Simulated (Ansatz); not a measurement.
`C[Si](F)(Cl)[SeH]` at its PBE0-D4/def2-TZVP geometry, where that method's forces vanish. Total charge 0; spin multiplicity 1.

```xyz
9

C    -0.3611   -1.1359    0.1804
Si   -0.2800    0.6961   -0.0117
F    -0.9607    1.0754   -1.4010
Cl   -1.3359    1.6362    1.4629
Se    1.8015    1.5699    0.0985
H    -1.3986   -1.4717    0.1133
H     0.2151   -1.6261   -0.6078
H     0.0467   -1.4341    1.1474
H     2.2729    0.6902   -0.9820
```

(1) What forces (eV/Å) does ωB97M-V/def2-TZVPP give on these atoms in Ansatz? (Best estimate.)

Answers

(1) Ansatz gave: 
```
C1  -0.001 -0.010 -0.001
Si2  0.123 -0.082  0.084
F3  -0.040  0.035 -0.100
Cl4 -0.025  0.015  0.028
Se5 -0.033 -0.091 -0.084
H6   0.078  0.024  0.008
H7  -0.039  0.032  0.055
H8  -0.027  0.018 -0.064
H9  -0.036  0.059  0.074
```
